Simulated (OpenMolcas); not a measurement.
Pt²⁺: CASPT2 settings compared

```yaml
Program: OpenMolcas 26.06
Basis: ANO-RCC-VQZP [9s8p6d4f2g1h]
Scalar_Hamiltonian: DKH2, point nucleus
Active_space: 8 electrons in 5 orbitals (5d)
State_averaging: 2S+1 = 3 even, 10 roots; 2S+1 = 1 even, 15 roots
Spin-orbit_coupling: RASSI with atomic mean-field integrals over the reference wave functions, term energies averaged over their components
```

Methods on the same reference wave functions:
A. CASSCF
B. SS-CASPT2, IPEA 0.3 Eh, sigma1 regulariser 0.4 Eh (closed shells correlated: 4f 5s 5p)
C. SS-CASPT2, IPEA 0.35 Eh, imaginary shift 0.5 Eh (closed shells correlated: none)
D. SS-CASPT2, IPEA 0.1 Eh, real shift 0.3 Eh (closed shells correlated: 4f 5s 5p)

Energies in cm-1 above 5d8 3F4, the measured ground level; measured values from NIST levels as listed in McCann et al., Mon. Not. R. Astron. Soc. 538, 537 (2025).

```
         Level      A      B      C      D  Measured
       5d8 3F4    0.0    0.0    0.0    0.0       0.0
       5d8 3F3   9977  10100  10070  10090      9752
5d8 3P2 [52 %]  17662  15950  15920  15770          
       5d8 3P0  21060  17190  17040  16910     14939
       5d8 3P1  22942  19640  19590  19300     16782
       5d8 1G4  25906  22710  23470  22930     21331
       5d8 1S0  55369  48480  47860  48470
```

Deviations, from unrounded energies. A percentage is the sum of absolute deviations over the sum of measured energies, with the sign that they share, or ± where signs differ.

```
                        Against measurement  Levels      A      B      C      D
             mean absolute deviation (cm-1)       4   4300   1700   1800   1600
      fine structure of the ground term (%)       1   +2.3   +3.6   +3.3   +3.5
other terms of the ground configuration (%)       3  +31.8  +12.2  +13.3  +11.5
```

D lies closest to measurement on these levels and A furthest from it. The largest miss of D in the table is 5d8 3P1, by +2500 cm-1. The ranking rests on the paired levels alone, and a cruder setting can come out closer through cancelling errors.

Among B to D the level of the table that moves most is 5d8 1G4, by 760 cm-1 (lowest in B, highest in C). Moves below CASPT2's spread within the term are not significant.

The mean deviations of B to D differ by less than CASPT2's widest spread within a term (1300 cm-1), so their order carries little weight.

From A to B the spin-free energies of the other terms of 5d8 shown, above 3F, scale by factors of 0.74 to 0.83, as is usual when dynamic correlation screens the repulsion within a d or f shell.

The lowest spin-free term lies below A's lowest term by 0.847 hartree in B, 0.210 hartree in C, 0.852 hartree in D.

Term energies are means over components that CASPT2 splits; among the terms shown or strongly mixed into the levels shown the widest spread is 1300 cm-1 (5d8 1G, D). Configurations with an s electron lie low in 5d ions of this charge, fall among these levels and mix in, so low-spin terms can stand far too high, up to twice their true height, and weights are not those of the real levels. Without dynamic correlation excited terms often stand tens of per cent too high (terms of higher spin than the ground term too low), and those without a measured partner can miss by more than the paired ones (holds for A). Some terms miss by over 15 % even with CASPT2, which points to a basis or an active space too small for the shells correlated (holds for B; C; D). Computed and measured levels are paired by configuration, term and J; levels that our copy of the source lacks, or whose pairing is in doubt (as where it misses far off the trend of its configuration), stay unpaired and out of the deviations. Only configurations of the active space appear. Levels that lie high or do not pair safely by name in every column are left out.

A share in square brackets marks a mixed level and gives the weight of the term that names it, the lowest over the columns.
